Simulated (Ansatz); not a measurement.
```xyz
12

O     1.4927   -1.1802    1.8557
C     0.7929   -0.6269    0.9857
C    -0.1399    0.4218    1.3250
C    -0.9027    1.0213    0.3594
C    -0.7876    0.6228   -0.9792
C     0.1057   -0.3912   -1.3502
C     0.8804   -1.0072   -0.4046
H    -0.2038    0.7055    2.3689
H    -1.6005    1.8079    0.6236
H    -1.3963    1.1040   -1.7359
H     0.1782   -0.6834   -2.3917
H     1.5810   -1.7944   -0.6567
```

Total charge 0; spin multiplicity 2.

List the ωB97M-V/def2-TZVPP orbital energies in eV (the Gaussian-basis code of Ansatz). (Best estimate.)

Computed: α occupied: -525.94, -283.51, -282.60, -282.21, -282.20, -282.18, -282.18, -31.74, -27.17, -24.46, -23.55, -20.30, -19.64, -17.55, -16.25, -15.85, -14.99, -14.79, -14.70, -13.24, -12.94, -12.77, -10.39, -10.08, -8.76. α empty: 1.24, 1.83, 2.81, 3.57, 3.87, 4.35, 4.59, 5.09. β occupied: -525.64, -283.56, -282.45, -282.24, -282.24, -282.09, -282.09, -31.23, -27.00, -24.37, -23.18, -20.19, -19.53, -17.40, -16.15, -15.73, -14.95, -14.45, -14.02, -13.12, -12.84, -11.46, -10.07, -9.75. β empty: -1.84, 1.70, 2.70, 2.83, 3.57, 3.93, 4.38, 4.63. ⟨S²⟩ = 0.800.
